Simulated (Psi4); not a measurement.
Psi4 input (wB97X-D/6-311+G**):

```
memory 1500 MB

molecule {
0 2
C     2.40468100   -0.50037900    0.12151900
Si    1.08612300    0.40334800    1.11755800
Si   -1.08388900   -0.14973400    0.46858500
Cl   -1.18819200    0.12483600   -1.59375300
H     3.39912100   -0.11307000    0.34795700
H     2.22174000   -0.38075700   -0.94677000
H     2.39586200   -1.56888700    0.35336100
H     1.28415800    0.21967700    2.58280200
H    -2.09043400    0.73230700    1.09963700
H    -1.47053600   -1.55979800    0.72171800
symmetry c1
no_reorient
no_com
}

set {
  basis 6-311+G**
  reference uks
  scf_type df
  df_basis_scf def2-universal-jkfit
  dft_radial_points 99
  dft_spherical_points 590
  e_convergence 1e-8
  d_convergence 1e-7
  maxiter 150
}

e = energy('wb97x-d')
print_out(f'\nFINAL {e:.10f} DIPOLE {variable("CURRENT DIPOLE")[0]:.6f} {variable("CURRENT DIPOLE")[1]:.6f} {variable("CURRENT DIPOLE")[2]:.6f}\n')
```

Output:

```
   => Loading Basis Set <=

    Name: 6-311+G**
    Role: ORBITAL
    Keyword: BASIS
    atoms 1    entry C          line   129 file 6-311pgss.gbs
    atoms 2-3  entry SI         line   351 file 6-311pgss.gbs
    atoms 4    entry CL         line   468 file 6-311pgss.gbs
    atoms 5-10 entry H          line    42 file 6-311pgss.gbs

   => WB97X-D: Empirical Dispersion <=

    Chai and Head-Gordon Dispersion Correction
    Chai, J.-D.; Head-Gordon, M. (2010), J. Chem. Phys., 132: 6615-6620

        s6 =       1.000000

         ---------------------------------------------------------
                                   SCF
               by Justin Turney, Rob Parrish, Andy Simmonett
                          and Daniel G. A. Smith
                              UKS Reference
         ---------------------------------------------------------

  ==> Geometry <==

    Molecular point group: c1
    Full point group: C1

    Geometry (in Angstrom), charge = 0, multiplicity = 2:

       Center              X                  Y                   Z               Mass
    ------------   -----------------  -----------------  -----------------  -----------------
         C            2.404681000000    -0.500379000000     0.121519000000    12.000000000000
         SI           1.086123000000     0.403348000000     1.117558000000    27.976926534650
         SI          -1.083889000000    -0.149734000000     0.468585000000    27.976926534650
         CL          -1.188192000000     0.124836000000    -1.593753000000    34.968852682000
         H            3.399121000000    -0.113070000000     0.347957000000     1.007825032230
         H            2.221740000000    -0.380757000000    -0.946770000000     1.007825032230
         H            2.395862000000    -1.568887000000     0.353361000000     1.007825032230
         H            1.284158000000     0.219677000000     2.582802000000     1.007825032230
         H           -2.090434000000     0.732307000000     1.099637000000     1.007825032230
         H           -1.470536000000    -1.559798000000     0.721718000000     1.007825032230

  Running in c1 symmetry.

  Rotational constants: A =      0.17779  B =      0.05847  C =      0.04740 [cm^-1]
  Rotational constants: A =   5329.97531  B =   1752.74339  C =   1421.09099 [MHz]
  Nuclear repulsion =  254.886410476697336

  Charge       = 0
  Multiplicity = 2
  Electrons    = 57
  Nalpha       = 29
  Nbeta        = 28

  ==> Algorithm <==

  SCF Algorithm Type is DF.
  DIIS enabled.
[...]
      16A     -3.738328    17A     -0.923145    18A     -0.809742
      19A     -0.649222    20A     -0.567241    21A     -0.508634
      22A     -0.501515    23A     -0.473130    24A     -0.467579
      25A     -0.432316    26A     -0.418845    27A     -0.394991
      28A     -0.365601

    Beta Virtual:

      29A     -0.049881    30A      0.036164    31A      0.054561
      32A      0.064783    33A      0.075520    34A      0.084477
      35A      0.091596    36A      0.102666    37A      0.106332
      38A      0.116288    39A      0.118395    40A      0.119798
      41A      0.126899    42A      0.146274    43A      0.152529
      44A      0.153831    45A      0.161292    46A      0.166384
      47A      0.180989    48A      0.182936    49A      0.194915
      50A      0.202526    51A      0.220526    52A      0.244071
      53A      0.272164    54A      0.297974    55A      0.321720
      56A      0.329648    57A      0.340836    58A      0.346470
      59A      0.369761    60A      0.387748    61A      0.454359
      62A      0.465758    63A      0.476336    64A      0.487663
      65A      0.502497    66A      0.529594    67A      0.534513
      68A      0.554660    69A      0.567205    70A      0.580181
      71A      0.607273    72A      0.621168    73A      0.640865
      74A      0.684453    75A      0.706135    76A      0.723102
      77A      0.753944    78A      0.760061    79A      0.801769
      80A      0.826532    81A      0.861444    82A      0.915775
      83A      0.930003    84A      0.955636    85A      0.973839
      86A      0.982417    87A      0.996323    88A      1.005225
      89A      1.043922    90A      1.057592    91A      1.173920
      92A      1.184646    93A      1.280336    94A      1.294771
      95A      1.330212    96A      1.376832    97A      1.424576
      98A      1.434093    99A      1.456522   100A      1.471170
     101A      1.533633   102A      1.542272   103A      1.557593
     104A      1.586231   105A      1.634436   106A      1.654394
     107A      1.699393   108A      1.719360   109A      1.771658
     110A      1.817716   111A      1.835356   112A      2.038811
     113A      2.081865   114A      2.132345   115A      2.196588
     116A      2.265405   117A      2.277033   118A      2.377302
     119A      2.391430   120A      2.493183   121A      2.531315
     122A      2.593721   123A      2.603200   124A      2.610324
     125A      2.630371   126A      2.707391   127A      2.717413
     128A      2.779455   129A      2.905921   130A      3.256382
     131A      3.831179   132A      3.842795   133A      5.620201
     134A      5.674696   135A      9.804360   136A     11.442174
     137A     11.469374   138A     11.487159   139A     11.523577
     140A     11.545730   141A     11.583953   142A     24.053003
     143A     25.987005   144A     26.027308   145A     26.309036
     146A    141.120662   147A    141.189380   148A    215.877469

    Final Occupation by Irrep:
              A
    DOCC [    28 ]
    SOCC [     1 ]
    NA   [    29 ]
    NB   [    28 ]

  @DF-UKS Final Energy: -1080.92157491584544

   => Energetics <=

    Nuclear Repulsion Energy =            254.8864104766973355
    One-Electron Energy =               -2000.8063652882169663
    Two-Electron Energy =                 721.1427432833576177
    DFT Exchange-Correlation Energy =     -56.1407400862159705
    Empirical Dispersion Energy =          -0.0036233014672920
    VV10 Nonlocal Energy =                  0.0000000000000000
    Total Energy =                      -1080.9215749158452127

  UHF NO Occupations:
  HONO-2 :   27  A 1.9998469
  HONO-1 :   28  A 1.9990958
  HONO-0 :   29  A 1.0000000
  LUNO+0 :   30  A 0.0009042
  LUNO+1 :   31  A 0.0001531
  LUNO+2 :   32  A 0.0001158
  LUNO+3 :   33  A 0.0000706

Computation Completed

Properties will be evaluated at   0.000000,   0.000000,   0.000000 [a0]

Properties computed using the SCF density matrix

 Multipole Moments:

 ------------------------------------------------------------------------------------
     Multipole            Electronic (a.u.)      Nuclear  (a.u.)        Total (a.u.)
 ------------------------------------------------------------------------------------

 L = 1.  Multiply by 2.5417464519 to convert [e a0] to [Debye]
 Dipole X            :          0.4565604            0.0000170            0.4565774
 Dipole Y            :         -0.2083558            0.0000113           -0.2083445
 Dipole Z            :          0.6074014            0.0000378            0.6074392
 Magnitude           :                                                    0.7879421

 ------------------------------------------------------------------------------------

FINAL -1080.9215749158 DIPOLE 0.456577 -0.208344 0.607439

*** Psi4 exiting successfully. Buy a developer a beer!
```

The geometry given is a B3LYP-D3(BJ)/def2-TZVP minimum.
